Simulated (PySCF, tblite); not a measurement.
C8H14N2.
Structure used (GFN2-xTB), in Å, numbered top down from 1:
```
atom  x, y, z in Å
C1     2.2666    1.2858    0.1516
N2     1.1076    0.9548    0.5521
N3     0.8976   -0.3632    0.3748
C4    -0.4615   -0.8173    0.2023
C5    -1.3265   -0.3666    1.3969
C6    -2.5808    0.2614    0.7907
C7    -2.0685    0.8625   -0.5133
C8    -1.1537   -0.2324   -1.0526
C9     1.9755   -0.9613   -0.4257
C10    3.0444    0.1399   -0.4539
H11    2.6457    2.2805    0.2819
H12   -0.4063   -1.9085    0.1394
H13   -1.5560   -1.1932    2.0670
H14   -0.7666    0.3858    1.9508
H15   -3.3264   -0.5072    0.5771
H16   -3.0292    1.0026    1.4500
H17   -2.8670    1.1212   -1.2075
H18   -1.4811    1.7554   -0.2979
H19   -1.7435   -1.0065   -1.5460
H20   -0.4255    0.1519   -1.7670
H21    2.3160   -1.8783    0.0606
H22    1.6171   -1.2114   -1.4322
H23    3.4020    0.3722   -1.4580
H24    3.9081   -0.1083    0.1666
```

Theory: PBE0/pcSseg-1 in PySCF (dipole) on a GFN2-xTB geometry, gas phase.

Masses are those of the commonest isotopes; rigid-rotor values at the optimised geometry. The values belong to one conformer with, in the numbering `[CH:1]1=[N:2][N:3]([CH:4]2[CH2:5][CH2:6][CH2:7][CH2:8]2)[CH2:9][CH2:10]1`, N2–N3–C4–C5 -56°, C1–N2–N3–C4 -153°, N3–C4–C5–C6 131°, C4–C5–C6–C7 -32°, C5–C6–C7–C8 43°.

Give the principal moments of inertia and the rotational constants in cm⁻¹.

Ia = 163.10, Ib = 573.52, Ic = 587.71 u·Å²; 505379 MHz·u·Å²/I gives 3099, 881.2 and 859.9 MHz, that is A = 0.10336, B = 0.02939, C = 0.02868 cm⁻¹.

What kind of rotor is it?

A near-prolate asymmetric top: κ = (2 × 881.2 − 3099 − 859.9)/(3099 − 859.9) = -0.98.

Is it planar, by Δ = Ic − Ia − Ib?

Not planar: Δ = Ic − Ia − Ib = -148.92 u·Å². For a rigid frame Δ = −2 Σ m c², so Σ m c² = 74.46 u·Å² lies off the ab plane: 21.09 from hydrogen and 53.36 from heavier atoms. The atom farthest from that plane is 2.08 Å away.

Where do the levels up to J = 5 lie, in K?

Above 0(0,0), as E/k:
J = 1: 1(0,1) 0.084, 1(1,1) 0.190, 1(1,0) 0.191
J = 2: 2(0,2) 0.251, 2(1,2) 0.356, 2(1,1) 0.359, 2(2,1) 0.678, 2(2,0) 0.678
J = 3: 3(0,3) 0.501, 3(1,3) 0.605, 3(1,2) 0.611, 3(2,2) 0.929, 3(2,1) 0.929, 3(3,1) 1.464, 3(3,0) 1.464
J = 4: 4(0,4) 0.835, 4(1,4) 0.937, 4(1,3) 0.948, 4(2,3) 1.263, 4(2,2) 1.263, 4(3,2) 1.798, 4(3,1) 1.798, 4(4,1) 2.546, 4(4,0) 2.546
J = 5: 5(0,5) 1.253, 5(1,5) 1.353, 5(1,4) 1.368, 5(2,4) 1.681, 5(2,3) 1.681, 5(3,3) 2.216, 5(3,2) 2.216, 5(4,2) 2.964, 5(4,1) 2.964, 5(5,1) 3.927, 5(5,0) 3.927
Those of J = 1 are B + C, A + C and A + B.

Which lines would a microwave search look for?

The dipole components are |μa| = 1.14 D, |μb| = 1.45 D, |μc| = 0.74 D. Intensities carry the squares of the components, which stand as 0.61 : 1.00 : 0.26 (a : b : c). Some lines, for components of 0.1 D or more:

```tsv
type	branch	J(Ka,Kc)	MHz	lower level (cm⁻¹)
b	Q	3(1,2) ← 3(0,3)	2292	0.348
b	Q	4(1,3) ← 4(0,4)	2336	0.581
c	R	1(1,0) ← 0(0,0)	3980	0.000
a	R	3(2,1) ← 2(2,0)	5224	0.472
b	R	2(1,2) ← 1(0,1)	5678	0.058
c	Q	4(2,3) ← 4(1,3)	6578	0.659
c	Q	2(2,1) ← 2(1,1)	6652	0.250
b	Q	3(2,2) ← 3(1,3)	6748	0.421
a	R	5(2,3) ← 4(2,2)	8708	0.878
c	R	2(2,1) ← 1(1,1)	10177	0.132
b	Q	3(3,1) ← 3(2,2)	11140	0.646
b	R	3(3,1) ← 2(2,0)	16363	0.472
b	R	4(3,1) ← 3(2,2)	18105	0.646
c	R	4(4,1) ← 3(3,1)	22560	1.017
b	R	4(4,0) ← 3(3,1)	22560	1.017
b	R	5(4,2) ← 4(3,1)	24301	1.250
c	R	5(5,1) ← 4(4,1)	28757	1.770
```

Estimate the classical rotational partition function at 10 K, 100 K and 500 K.

Point group C1, symmetry number σ = 1; q = (√π/σ)·√((kT/h)³/(ABC)), k/h = 20836.6 MHz/K: 3480 at 10 K, 110000 at 100 K, 1230000 at 500 K.

Its GFN2-xTB frequencies are all real (lowest 37 cm⁻¹). No vibrational averaging or centrifugal distortion is included, and the geometry carries the error of its method. Quadrupole hyperfine structure (14N) is left out.
